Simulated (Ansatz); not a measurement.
One change: `N#CB(F)F` becomes `N#[C][Ga]([F])[F]`.

Ansatz, PBE0-D4/def2-TZVP geometries, multiplicity 1. 

Scalar relativity is left out up to krypton.

| property | `N#CB(F)F` |
| --- | --- |
| size of the dipole moment (PBE/def2-TZVPP) / D | 1.87 |
| LUMO energy (ωB97M-V/def2-TZVPP) / eV | -0.07 |
| zero-point energy (PBE0-D4/def2-TZVP) / kJ/mol | 47.6 |
| HOMO–LUMO gap (B3LYP/def2-TZVPP) / eV | 7.87 |
| LUMO energy (PBE0/def2-TZVPP) / eV | -2.32 |
| HOMO energy (PBE/def2-TZVPP) / eV | -9.26 |

Problem. Give the same properties after the change, and the shifts. (An estimate is asked.)

Solution. The calculation gave: 
```csv
property,`N#[C][Ga]([F])[F]`,shift
size of the dipole moment (PBE/def2-TZVPP) / D,0.93,-0.94
LUMO energy (ωB97M-V/def2-TZVPP) / eV,-0.60,-0.53
zero-point energy (PBE0-D4/def2-TZVP) / kJ/mol,31.8,-15.8
HOMO–LUMO gap (B3LYP/def2-TZVPP) / eV,7.77,-0.10
LUMO energy (PBE0/def2-TZVPP) / eV,-2.49,-0.17
HOMO energy (PBE/def2-TZVPP) / eV,-9.22,0.04
```

With PBE0 the HOMO falls by 0.11 eV and the LUMO falls by 0.17 eV, so the gap narrows by about 0.06 eV. PBE moves the HOMO by 0.04 eV and ωB97M-V by -0.11 eV. Dipoles are sizes alone; their direction can turn.

B3LYP here is the variant with VWN-RPA as its local correlation; programs differ in this.
